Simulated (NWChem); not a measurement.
Species: InCl2, doublet; SMILES [In]([Cl])[Cl]

Results from NWChem. Spin-unrestricted. In the optimisation the excess spin sits in a1 (C2v, its own frame). Geometry: optimised at PBE-D3(BJ)/def2-SVP, spin-unrestricted. This spin state was assumed; another may lie lower. No stability test was run on the SCF state. def2 effective core potentials on In; no spin-orbit coupling. Level SCAN/def2-SVP: energy and gradient on several grids; changes count from the extra-fine grid, which is no exact limit either.

**Question.** Which is the coarsest grid (xfine; fine; xcoarse; medium; coarse) from which on the energy stays within 500 μHa and each gradient component within 500 μHa/bohr of xfine?

**Answer.** fine.
```csv
grid,size of the energy change (μHa),largest change of a gradient component (μHa/bohr)
xcoarse,10000,1000
coarse,10000,90
medium,2000,100
fine,100,< 30
xfine,< 10,< 30
```
